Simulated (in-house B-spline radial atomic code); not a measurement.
Configurations of Co IV (Co3+), with energies counted from [Ar] 3d6. Method: scalar-relativistic (X2C) CAM-B3LYP, spin-polarised, spherical fractional occupations, exact exchange averaged over the configuration, Fermi nucleus of rms radius 3.7875 fm. Calculated with a radial B-spline atomic code at the basis-set limit. Shells without spins written out take the highest spin.

Occupations are held fixed; configurations that lie above the ionisation limit could autoionise.

| configuration | E - E(ref) (eV) | highest orbital | its <r> (bohr) |
| --- | --- | --- | --- |
| [Ar] 3d5 4p1 | 19.254 | 4p up | 2.377 |
| [Ne] 3s2 3p5 3d7 | 58.922 | 3d down | 0.9585 |
| [Ne] 3s2 3p5 3d6 4d1 | 89.76 | 4d up | 3.126 |
| [Ne] 3s2 3p5 3d6 4f1 | 97.284 | 4f up | 4.24 |

(1) Order these further configurations by energy, lowest first.
A. [Ar] 3d5 4f1
B. [Ne] 3s2 3p5 3d6 4p1
C. [Ar] 3d5 4s1
D. [Ne] 3s2 3p5 3d6 4s1
E. [Ar] 3d5 4d1

Results:

(1) C (11.073 eV), E (30.481 eV), A (37.936 eV), D (70.268 eV), B (78.479 eV).
